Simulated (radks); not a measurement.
Task: The zinc ion Zn3+, configuration [Ne] 3s1.75 3p6 3d9.25 (fractional occupations, a model configuration). Calculated with a radial shooting solver on a logarithmic mesh with Libxc functionals: scalar-relativistic Kohn-Sham, PBE, spin-polarised, spherical densities, point nucleus; open shells are filled with parallel spins first. Some entries of the table are withheld. Estimate them.

orbital,occ.,eigenvalue (Ry),<r> (bohr)
1s up,1,-703.3683,0.05031
1s down,1,-703.3552,0.05031
2s up,1,-88.32438,0.2262
2s down,1,-88.27557,0.2261
2p up,3,-76.98394,0.1983
2p down,3,-76.94432,0.1982
3s up,1,-12.64742,0.6769
3s down,0.75,-12.54616,0.6778
3p up,3,-9.26337,0.7053
3p down,3,-9.16567,0.7067
3d up,5,(1),0.8152
3d down,4.25,(2),0.8222
4s up,0,-2.62726,2.002
4s down,0,-2.60700,2.012
4p up,0,-1.96819,2.321
4p down,0,-1.95323,2.333

Result: 
(1) 3d up eigenvalue (Ry): -3.79029
(2) 3d down eigenvalue (Ry): -3.70239
